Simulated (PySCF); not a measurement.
Predicted microwave data (PBE0/pcSseg-1 in PySCF (dipole) on a GFN2-xTB geometry, gas phase) for one isomer of C7H10N2:

| Quantity | Value |
| --- | --- |
| Rotational constants | A = 4001, B = 1061, C = 918.8 MHz |
| Dipole components | \|μa\| = 0.47 D, \|μb\| = 1.67 D, \|μc\| = 0.66 D |
| Inertial defect | -52.56 u·Å² |
| κ | -0.91 |

Problem. Which candidate fits, each taken in the one conformer that was computed?
A. `[CH3:1][CH2:2][NH:3][c:4]1[cH:5][cH:6][cH:7][cH:8][n:9]1` with C1–C2–N3–C4 -85°, C2–N3–C4–C5 167°
B. `[CH3:1][c:2]1[nH:3][n:4][cH:5][c:6]1[CH:7]1[CH2:8][CH2:9]1` with C5–C6–C7–C8 86°
C. `[CH3:1][c:2]1[cH:3][n:4][cH:5][n:6]1[CH:7]1[CH2:8][CH2:9]1` with C5–N6–C7–C8 -36°

Solution. A. It is CCNc1ccccn1, a near-prolate asymmetric top, point group C1. The candidates at the same level (rigid rotor, commonest isotopes):

```
          SMILES  A (MHz)  B (MHz)  C (MHz)  μa (D)  μb (D)  μc (D)  Δ (u·Å²)  point group                        rotor
   Cc1cncn1C1CC1     2914     1487     1053    3.81    2.20    0.54    -33.17           C1               asymmetric top
     CCNc1ccccn1     4001     1061    918.8    0.47    1.67    0.66    -52.56           C1  near-prolate asymmetric top
Cc1[nH]ncc1C1CC1     2908     1337    980.3    0.02    2.83    0.04    -36.30           C1               asymmetric top
```

`Cc1cncn1C1CC1` has B 40 % too high; `Cc1[nH]ncc1C1CC1` has A 27 % too low. No structure here is proved a minimum.
